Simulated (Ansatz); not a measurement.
GaH₃O₃, SMILES `[OH][Ga]([OH])[OH]`, relaxed with RKS PBE0-D4/def2-TZVP in the Gaussian-basis code of Ansatz from a GFN2-xTB geometry. The force threshold is 0.005 eV/Å; the program also tests the step.

Charge 0, multiplicity 1.

Start:

```xyz
7

O     1.713    0.131   -0.248
Ga   -0.002    0.000    0.001
O    -0.691    0.417    1.541
O    -1.025   -0.548   -1.294
H     2.235    0.438    0.492
H    -1.640    0.326    1.627
H    -0.590   -0.764   -2.119
```

**Question.** How much energy does the relaxation release, and in how many steps? (Estimate.)

**Answer.** Computed: 0.06 eV, in 4 steps.

**Question.** Which bonds change most? (Best estimate.)

**Answer.** The calculation gave: Ga2–O3 from 1.738 to 1.774 Å; O1–Ga2 from 1.738 to 1.774 Å; Ga2–O4 from 1.739 to 1.774 Å; O1–H5 from 0.957 to 0.960 Å.

**Question.** Give the relaxed structure. (Estimate.)

**Answer.** Ansatz gave: 
```xyz
7

O     1.749    0.130   -0.267
Ga    0.000    0.001    0.000
O    -0.691    0.428    1.577
O    -1.058   -0.558   -1.310
H     2.227    0.441    0.505
H    -1.644    0.322    1.614
H    -0.583   -0.763   -2.119
```
